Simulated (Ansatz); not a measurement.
`[F][Al]([Cl])[Br]` + NH₃ → `[NH2][Al]([F])[Br]` + HCl at 500 K and 1 bar (ligand exchange at the Al–Cl bond).

Isolated molecules relaxed with PBE0-D4/def2-TZVP in Ansatz; ΔE leaves out vibrations. CCSD(T)/CBS adds triple-zeta CCSD(T) − MP2 to the extrapolated MP2 energy (def2 sets, frozen cores). This one scheme is used for every species. For Br outer-core shells are correlated without core-valence functions, which leaves a few kJ/mol of doubt a bond. Scalar relativity is left out up to krypton. One conformer a species, not always the lowest.

| species | CCSD(T)/CBS energy (Eh) | H − E (kJ/mol) | S (J/(mol·K)) |
| --- | --- | --- | --- |
| `[F][Al]([Cl])[Br]` | -3375.12363 | 45.2 | 366.4 |
| NH₃ | -56.50880 | 108.2 | 211.8 |
| `[NH2][Al]([F])[Br]` | -2971.22802 | 114.2 | 375.8 |
| HCl | -460.38127 | 32.5 | 201.9 |

H − E and S are ideal-gas, rigid-rotor, harmonic terms from PBE0-D4/def2-TZVP, for one conformer and one mirror image of each species. 1 Eh = 2625.50 kJ/mol, R = 8.31446 J/(mol·K).

By hand: ΔE, ΔH, ΔS and ΔG.

ΔE = (-2971.22802) + (-460.38127) − (-3375.12363) − (-56.50880) = 0.02314 Eh = 60.8 kJ/mol. Δ(H − E) = 114.2 + 32.5 − 45.2 − 108.2 = -6.7, so ΔH = 54.1 kJ/mol. ΔS = 375.8 + 201.9 − 366.4 − 211.8 = -0.5 J/(mol·K). ΔG = 54.1 − 500 × (-0.5)/1000 = 54.4 kJ/mol.

By hand: the equilibrium constant, and the temperature at which ΔG would vanish if ΔH and ΔS stayed fixed.

log₁₀ K = −ΔG/(RT ln 10) = -5.7. ΔH and −TΔS have one sign here, so there is no such temperature.

The number of gas molecules stays the same, so ΔS is small and ΔH decides. A doubt of 5 kJ/mol in ΔE shifts log₁₀ K by 0.5 here. Other conformers and mirror images would add mixing entropy, several J/(mol·K) or more a flexible species. These are equilibria of isolated gas molecules and say nothing of rates. Largest T1 diagnostic: 0.009 (customary marks: 0.02 for closed shells, 0.045 for open ones).

ΔS is within the doubt of such terms, so its sign, and with it that verdict, could turn.
